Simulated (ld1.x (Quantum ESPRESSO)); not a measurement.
**Reading a pseudo-wave (C (Z = 6))**

Columns: radius, all-electron u(r) and pseudo u(r) of the 2p shell (level -5.29 eV) of carbon in the configuration [He] 2s2 2p2; PBE, scalar-relativistic, PAW scheme, ld1.x (Quantum ESPRESSO) 7.5.

| r (bohr) | all-electron | pseudo |
| --- | --- | --- |
| 0.138 | 0.0812 | 0.0099 |
| 0.275 | 0.2271 | 0.0385 |
| 0.413 | 0.3715 | 0.0840 |
| 0.550 | 0.4900 | 0.1427 |
| 0.688 | 0.5808 | 0.2109 |
| 0.825 | 0.6449 | 0.2831 |
| 0.963 | 0.6852 | 0.3553 |
| 1.100 | 0.7049 | 0.4220 |
| 1.238 | 0.7084 | 0.4801 |
| 1.375 | 0.6998 | 0.5259 |
| 1.513 | 0.6820 | 0.5583 |
| 1.650 | 0.6581 | 0.5761 |
| 1.788 | 0.6298 | 0.5804 |
| 1.925 | 0.5991 | 0.5724 |
| 2.062 | 0.5671 | 0.5548 |
| 2.200 | 0.5343 | 0.5299 |
| 2.338 | 0.5018 | 0.5008 |
| 2.475 | 0.4701 | 0.4701 |
| 2.613 | 0.4393 | 0.4393 |
| 2.750 | 0.4099 | 0.4099 |
| 2.888 | 0.3817 | 0.3817 |
| 3.025 | 0.3552 | 0.3552 |
| 3.162 | 0.3302 | 0.3302 |
| 3.300 | 0.3065 | 0.3065 |
| 3.438 | 0.2842 | 0.2842 |
| 3.575 | 0.2636 | 0.2636 |

How many radial nodes do the two functions have?

The all-electron 2p function has n − l − 1 = 0; the pseudo-wave has 0.

At about which radius was the pseudo-wave matched?

2.75 bohr. The columns agree to 0.0005 from 2.48 bohr on; several derivatives are matched, so the curves merge somewhat inside the radius.

Where does each function peak?

Outermost all-electron maximum near 1.24 bohr, pseudo maximum near 1.79 bohr (to the table’s step).

Is the pseudo-wave norm-conserving?

No, it belongs to a PAW set: the norm inside the radius is not constrained, and the difference is carried by the augmentation charge.
